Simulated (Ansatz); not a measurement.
Cartesian coordinates in Å:
```
B -0.512 -0.859 -1.166
C 0.305 0.077 -0.208
C 0.078 0.164 1.254
O 1.258 0.819 -0.695
Cl -1.755 0.643 -1.132
H -1.017 -1.803 -0.623
H -0.057 -0.997 -2.264
H -0.902 -0.222 1.518
H 0.196 1.180 1.643
H 0.837 -0.475 1.724
H 1.568 1.473 -0.050
```

Charge 0, multiplicity 1. The bonds changed during the relaxation, so this is another structure than the one it started from.

**Question.** List the r2SCAN/def2-TZVPP orbital energies in eV (Ansatz). (Best estimate.)

**Answer.** Ansatz gave: Occupied: -2752.71, -518.47, -276.57, -274.07, -254.07, -192.63, -192.49, -192.44, -179.43, -30.07, -21.30, -20.20, -17.80, -14.16, -13.59, -12.52, -11.46, -10.70, -10.32, -9.01, -8.51, -8.33, -7.08, -6.66. Lowest empty: -2.65, -0.08, 1.12, 1.78, 2.30, 2.80, 3.19, 3.38.
